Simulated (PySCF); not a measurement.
## Dipole moment and polarisability of 1-isocyanato-1-silacyclopent-3-ene

Compound: 1-isocyanato-1-silacyclopent-3-ene, C₅H₇NOSi.
Structure used (GFN2-xTB), in Å, numbered top down from 1:
```xyz
15
C5H7NOSi angstrom
O      4.0488   -0.2243   -0.1531
C      3.0201    0.0341    0.3064
N      2.0111    0.3278    0.8607
Si     0.2951    0.5099    0.9616
C     -0.4563    1.2673   -0.6196
C     -1.2638    0.1477   -1.2120
C     -1.3460   -0.9988   -0.5590
C     -0.6258   -1.1463    0.7509
H      0.1099    1.2323    2.2140
H     -1.1054    2.1206   -0.4171
H      0.2911    1.6147   -1.3353
H     -1.7578    0.3168   -2.1581
H     -1.9130   -1.8405   -0.9296
H     -1.3464   -1.3386    1.5471
H      0.0341   -2.0148    0.7214
```

Level: CAM-B3LYP/def2-SVPD (PySCF), static field, nuclei fixed, core orbitals frozen in the response. The polarisability tensor in these axes (au):

```
x   99.60  0.63  0.42
y    0.63 82.29 -2.96
z    0.42 -2.96 79.91
```

Diagonalise the tensor; give its mean and Δα, where Δα² is half the sum of the squared differences of the eigenvalues.

Principal values 77.89, 84.28 and 99.63 au; mean 87.27 au = 12.93 Å³ = 14.39 × 10⁻⁴⁰ C²·m²/J; Δα = 19.35 au (22 % of the mean).

What is the dipole moment, and where does it point?

(-2.65, 0.25, 0.22) D, 2.68 D in size, pointing from the negative to the positive side. Measured along this direction, the outermost atoms are O1 at the negative end and H13 and H12 at the positive end.

Traceless (Buckingham) quadrupole moment about the centre of nuclear charge: eigenvalues?

-11.06, 3.20, 7.87 D·Å. The values depend on the origin, since the dipole doesn't vanish. The electronic extent ⟨r²⟩ about the same centre is 1267 bohr², a root-mean-square distance of 2.32 Å for the 66 electrons.

Sum over states: ᾱ = Σ f/ω², ω in Eh. What share falls to these 8 lowest TDDFT singlets (eV, f)? 6.81, 0.0043; 7.21, 0.0139; 7.24, 0.1322; 7.40, 0.0270; 7.41, 0.0199; 7.49, 0.0137; 7.50, 0.0199; 7.53, 0.0017.

They add up to 3.23 au, 3.7 % of the 87.27 au; the largest single term is 1.87 au, from the state at 7.24 eV. Terms in order: 0.07, 0.20, 1.87, 0.36, 0.27, 0.18, 0.26, 0.02 au. Higher excitations give the rest. The strengths listed sum to 0.233.

Refractivity n − 1 of an ideal gas of it at 400 K and 1 atm, from the electronic α?

N = p/kT = 1.8347 × 10¹⁹ cm⁻³, so n − 1 = 2π × N × 12.93 × 10⁻²⁴ cm³ = 1491 × 10⁻⁶ at long wavelengths, for an ideal gas.

In a dilute gas of rigid molecules at 350 K, how does the orientational term μ²/3kT compare with the electronic polarisability?

In Gaussian units μ²/3kT = 49.39 Å³ against 12.93 Å³, a ratio of 3.82; the Debye molar polarisation (4π/3)N_A(α + μ²/3kT) is 157.2 cm³/mol, leaving out the vibrational part.

Estimate the molar refractivity from the static electronic polarisability.

Lorentz–Lorenz: R = (4π/3)N_A α = 2.5225 cm³/(mol·Å³) × 12.93 Å³ = 32.6 cm³/mol, in the limit of long wavelengths.

One conformer (not necessarily the lowest) at the GFN2-xTB geometry, without solvent, vibrations or thermal averaging.
